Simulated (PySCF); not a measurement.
PySCF input (TPSSh/def2-TZVPD):

```python
from pyscf import gto, scf, dft

mol = gto.M(
    atom='''
    Rb   -0.00000000   -0.00000000   -0.41833162
    O     0.00000000    0.00000000    1.93478374
    ''',
    basis='def2-tzvpd',
    ecp='def2-tzvp',
    charge=0,
    spin=1,
    symmetry='C2v',
    verbose=4,
)

mf = dft.UKS(mol, xc='tpssh').density_fit(auxbasis='def2-universal-jkfit')
mf.grids.level = 3
mf.conv_tol = 1e-9
mf.max_cycle = 100
mf.max_memory = 1500
mf.kernel()
if not mf.converged:
    mf = mf.newton()
    mf.kernel(mf.make_rdm1())
mf.analyze()
```

End of the output:

```
Extra cycle  E= -99.2765448299615  delta_E= 2.06e-10  |g|= 2.53e-05  |ddm|= 2.56e-05
converged SCF energy = -99.2765448299615  <S^2> = 0.75534349  2S+1 = 2.0053364
**** SCF Summaries ****
Total Energy =                         -99.276544829961452
Nuclear Repulsion Energy =              16.191624020609002
One-electron Energy =                 -177.108398654497250
Two-electron Energy =                   61.640229803926800
Two-electron Coulomb Energy =           73.997600594455406
DFT Exchange-Correlation Energy =      -12.357370790528609
HOMO-LUMO gap [eV] =                     2.438562935802991
Wave-function symmetry = B2
alpha occupancy for each irrep:     A1   A2   B1   B2
                                     5    0    2    2
beta  occupancy for each irrep:     A1   A2   B1   B2
                                     5    0    2    1
**** MO energy ****
alpha MO #1 (A1 #1), energy= -18.9404931766642 occ= 1
alpha MO #2 (A1 #2), energy= -1.22166831967975 occ= 1
alpha MO #3 (A1 #3), energy= -0.76803245085317 occ= 1
alpha MO #4 (B2 #1), energy= -0.602636055517943 occ= 1
alpha MO #5 (B1 #1), energy= -0.60075374781447 occ= 1
alpha MO #6 (A1 #4), energy= -0.581557731313666 occ= 1
alpha MO #7 (B2 #2), energy= -0.232743265543242 occ= 1
alpha MO #8 (B1 #2), energy= -0.163413681478027 occ= 1
alpha MO #9 (A1 #5), energy= -0.160405658466303 occ= 1
alpha MO #10 (A1 #6), energy= -0.0463581115745413 occ= 0
alpha MO #11 (B2 #3), energy= -0.000554894989065136 occ= 0
alpha MO #12 (B1 #3), energy= 1.11613483745332e-05 occ= 0
alpha MO #13 (A1 #7), energy= 0.00657374120581723 occ= 0
alpha MO #14 (A2 #1), energy= 0.0268331730167583 occ= 0
alpha MO #15 (A1 #8), energy= 0.0269303366716786 occ= 0
alpha MO #16 (B2 #4), energy= 0.0324662273088685 occ= 0
alpha MO #17 (B1 #4), energy= 0.0330664750162853 occ= 0
alpha MO #18 (A1 #9), energy= 0.0353841546790526 occ= 0
alpha MO #19 (A1 #10), energy= 0.0388888534496783 occ= 0
alpha MO #20 (B2 #5), energy= 0.0662554358542818 occ= 0
alpha MO #21 (B1 #5), energy= 0.0668299308925567 occ= 0
alpha MO #22 (A1 #11), energy= 0.0678614124101387 occ= 0
alpha MO #23 (A2 #2), energy= 0.0769881780046594 occ= 0
alpha MO #24 (A1 #12), energy= 0.0770889960005331 occ= 0
alpha MO #25 (B2 #6), energy= 0.102315950404505 occ= 0
alpha MO #26 (B1 #6), energy= 0.106550463529175 occ= 0
alpha MO #27 (A1 #13), energy= 0.117630275309468 occ= 0
alpha MO #28 (B2 #7), energy= 0.172143027841424 occ= 0
alpha MO #29 (B1 #7), energy= 0.177959556621107 occ= 0
alpha MO #30 (A1 #14), energy= 0.179369424328272 occ= 0
alpha MO #31 (A1 #15), energy= 0.31309772981946 occ= 0
alpha MO #32 (B2 #8), energy= 0.316751243540051 occ= 0
alpha MO #33 (B1 #8), energy= 0.321673459795281 occ= 0
alpha MO #34 (A2 #3), energy= 0.333431969017274 occ= 0
alpha MO #35 (A1 #16), energy= 0.333462703325675 occ= 0
alpha MO #36 (A1 #17), energy= 0.382242051390513 occ= 0
alpha MO #37 (A1 #18), energy= 0.443479756522633 occ= 0
alpha MO #38 (A2 #4), energy= 0.4436138191158 occ= 0
alpha MO #39 (A1 #19), energy= 0.478390227529201 occ= 0
alpha MO #40 (B2 #9), energy= 0.517624734496135 occ= 0
alpha MO #41 (B1 #9), energy= 0.522524460234372 occ= 0
alpha MO #42 (B2 #10), energy= 0.631104318827424 occ= 0
alpha MO #43 (B1 #10), energy= 0.639979734451281 occ= 0
alpha MO #44 (A1 #20), energy= 0.645095323008491 occ= 0
alpha MO #45 (B2 #11), energy= 0.69066767050375 occ= 0
alpha MO #46 (A1 #21), energy= 0.70088461520124 occ= 0
alpha MO #47 (B1 #11), energy= 0.715390752017386 occ= 0
alpha MO #48 (A1 #22), energy= 0.959575562336198 occ= 0
alpha MO #49 (A1 #23), energy= 1.19255496008389 occ= 0
alpha MO #50 (A1 #24), energy= 1.78227452423119 occ= 0
alpha MO #51 (A2 #5), energy= 1.78590513135667 occ= 0
alpha MO #52 (B2 #12), energy= 1.81341690242815 occ= 0
alpha MO #53 (B1 #12), energy= 1.85468020918679 occ= 0
alpha MO #54 (A1 #25), energy= 1.8930086453531 occ= 0
alpha MO #55 (B2 #13), energy= 2.74168972453829 occ= 0
alpha MO #56 (B1 #13), energy= 2.79831683819822 occ= 0
alpha MO #57 (A1 #26), energy= 2.85809994954688 occ= 0
alpha MO #58 (A1 #27), energy= 3.27241407741332 occ= 0
alpha MO #59 (B2 #14), energy= 5.25196977285765 occ= 0
alpha MO #60 (B1 #14), energy= 5.25946091612839 occ= 0
alpha MO #61 (A1 #28), energy= 5.2645826447793 occ= 0
alpha MO #62 (A2 #6), energy= 5.27818491697932 occ= 0
alpha MO #63 (B2 #15), energy= 5.28270176951835 occ= 0
alpha MO #64 (B1 #15), energy= 5.32396574513701 occ= 0
alpha MO #65 (A1 #29), energy= 5.35580439811005 occ= 0
alpha MO #66 (A1 #30), energy= 6.43098879105472 occ= 0
alpha MO #67 (A2 #7), energy= 6.44204352453472 occ= 0
alpha MO #68 (B2 #16), energy= 6.46531007139261 occ= 0
alpha MO #69 (B1 #16), energy= 6.52360880688476 occ= 0
alpha MO #70 (A1 #31), energy= 6.54437004913242 occ= 0
alpha MO #71 (A1 #32), energy= 13.1557710568349 occ= 0
alpha MO #72 (A1 #33), energy= 39.3085043150922 occ= 0
alpha MO #73 (A1 #34), energy= 43.5979350436266 occ= 0
beta  MO #1 (A1 #1), energy= -18.9152280562729 occ= 1
beta  MO #2 (A1 #2), energy= -1.22158109340872 occ= 1
beta  MO #3 (A1 #3), energy= -0.698632434000636 occ= 1
beta  MO #4 (B2 #1), energy= -0.602245036188424 occ= 1
beta  MO #5 (B1 #1), energy= -0.60092345286462 occ= 1
beta  MO #6 (A1 #4), energy= -0.574486160325073 occ= 1
beta  MO #7 (B1 #2), energy= -0.140664532533599 occ= 1
beta  MO #8 (A1 #5), energy= -0.137273727150699 occ= 1
beta  MO #9 (A1 #6), energy= -0.0476581914330154 occ= 0
beta  MO #10 (B2 #2), energy= -0.0445853944082619 occ= 0
beta  MO #11 (B1 #3), energy= -0.00274132644474723 occ= 0
beta  MO #12 (B2 #3), energy= -0.00227450389467565 occ= 0
beta  MO #13 (A1 #7), energy= 0.0054391905040335 occ= 0
beta  MO #14 (A2 #1), energy= 0.0255427175310074 occ= 0
beta  MO #15 (A1 #8), energy= 0.0258901799732314 occ= 0
beta  MO #16 (B1 #4), energy= 0.0321351313712519 occ= 0
beta  MO #17 (A1 #9), energy= 0.0343391441849563 occ= 0
beta  MO #18 (B2 #4), energy= 0.0353020092147597 occ= 0
beta  MO #19 (A1 #10), energy= 0.0388367881215537 occ= 0
beta  MO #20 (B1 #5), energy= 0.0653641723070126 occ= 0
beta  MO #21 (B2 #5), energy= 0.0658328477394519 occ= 0
beta  MO #22 (A1 #11), energy= 0.0671147669047735 occ= 0
beta  MO #23 (A2 #2), energy= 0.075978399147603 occ= 0
beta  MO #24 (A1 #12), energy= 0.076355545794998 occ= 0
beta  MO #25 (B1 #6), energy= 0.106539099164871 occ= 0
beta  MO #26 (B2 #6), energy= 0.110873765548975 occ= 0
beta  MO #27 (A1 #13), energy= 0.120048293837741 occ= 0
beta  MO #28 (B1 #7), energy= 0.179121224311831 occ= 0
beta  MO #29 (A1 #14), energy= 0.180138353554987 occ= 0
[...]
```
